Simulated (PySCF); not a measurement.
Can point charges reproduce the dipole moment of `Fc1cccc2c1[C@@H]1C=C[C@H]2C1`?

Coordinates (GFN2-xTB, Å) and charges (e) from the PBE0/pcSseg-1 density (PySCF):

```tsv
atom	x	y	z	Mulliken	IAO	Hirshfeld	ESP-fitted
F1	1.848	2.480	-0.025	-0.2908	-0.2769	-0.0919	-0.2142
C2	1.624	1.147	-0.078	+0.3897	+0.2811	+0.0799	+0.3695
C3	2.710	0.276	-0.102	-0.1460	-0.1995	-0.0740	-0.3892
C4	2.494	-1.087	-0.157	-0.0690	-0.1471	-0.0502	-0.0822
C5	1.203	-1.611	-0.189	-0.0413	-0.1782	-0.0638	-0.2913
C6	0.147	-0.734	-0.172	-0.0339	+0.0136	+0.0042	+0.0899
C7	0.347	0.651	-0.117	-0.1805	-0.0443	-0.0203	-0.1425
C8	-1.026	1.287	-0.089	-0.2269	-0.1278	-0.0248	+0.1845
C9	-1.611	0.857	1.246	-0.0095	-0.1593	-0.0490	-0.2457
C10	-1.805	-0.453	1.196	-0.0119	-0.1612	-0.0502	-0.2630
C11	-1.355	-0.932	-0.175	-0.2479	-0.1307	-0.0251	+0.1752
C12	-1.760	0.296	-1.013	+0.0403	-0.2339	-0.0634	-0.4960
H13	3.708	0.684	-0.076	+0.1024	+0.1661	+0.0522	+0.2063
H14	3.341	-1.756	-0.174	+0.0928	+0.1559	+0.0510	+0.1515
H15	1.045	-2.678	-0.229	+0.0644	+0.1520	+0.0487	+0.1602
H16	-1.071	2.345	-0.324	+0.0842	+0.1516	+0.0479	+0.0736
H17	-1.771	1.531	2.066	+0.0857	+0.1584	+0.0532	+0.1647
H18	-2.163	-1.110	1.965	+0.0840	+0.1570	+0.0520	+0.1656
H19	-1.713	-1.909	-0.488	+0.0818	+0.1441	+0.0478	+0.0626
H20	-1.363	0.276	-2.027	+0.1242	+0.1386	+0.0375	+0.1457
H21	-2.837	0.458	-1.038	+0.1084	+0.1406	+0.0386	+0.1749
```

Question: Compute μ = Σ q r for each scheme (1 e·Å = 4.803 D) and compare with the dipole of the full density.

Answer: The full density gives (-1.02, -1.39, -0.08) D, 1.72 D in size; dipole vectors point from the negative to the positive end.

```json
{"scheme": "Mulliken", "μx": "-1.63", "μy": "-2.01", "μz": "-0.45", "size (D)": "2.63", "share of the full size (%)": "152", "angle to the full dipole (°)": "8"}
{"scheme": "IAO", "μx": "-1.17", "μy": "-2.41", "μz": "-0.19", "size (D)": "2.69", "share of the full size (%)": "156", "angle to the full dipole (°)": "11"}
{"scheme": "Hirshfeld", "μx": "-0.93", "μy": "-0.83", "μz": "0.04", "size (D)": "1.25", "share of the full size (%)": "73", "angle to the full dipole (°)": "13"}
{"scheme": "ESP-fitted", "μx": "-1.04", "μy": "-1.40", "μz": "-0.12", "size (D)": "1.75", "share of the full size (%)": "102", "angle to the full dipole (°)": "1"}
```

Question: Which set comes closest?

Answer: Length of the difference vector: ESP-fitted 0.04 D, Hirshfeld 0.57 D, Mulliken 0.95 D, IAO 1.04 D. Closest: ESP-fitted. 

Question: What is left for the Hirshfeld atoms' own dipoles?

Answer: The shares of the density sum to the whole, so what Σ q r misses lies in dipoles about the nuclei. The atomic dipoles sum to (-1.02, -1.39, -0.08) − (-0.93, -0.83, 0.04) = (-0.09, -0.56, -0.12) D, 0.57 D in size.

Question: With the origin at the mean of the coordinates, (0.000, 0.001, 0.000) Å, which are the largest single terms, by size, of the ESP-fitted dipole along the direction of the full one?

Answer: C3 +3.41, C2 -3.34, F1 +3.18, H13 -2.72, C12 -2.03 D; all 21 atoms together +1.75 D. The single terms depend on the origin, their sum doesn't.

Question: Give the size of the full dipole in other units.

Answer: 1.72 D = 0.678 au = 0.359 e·Å = 5.75 × 10⁻³⁰ C·m.

Isolated species at its GFN2-xTB geometry, gas phase.

These values come from a run that also computed NMR shieldings. On one thread of an Arm Neoverse N1, shared host, this took 1.7 min wall.
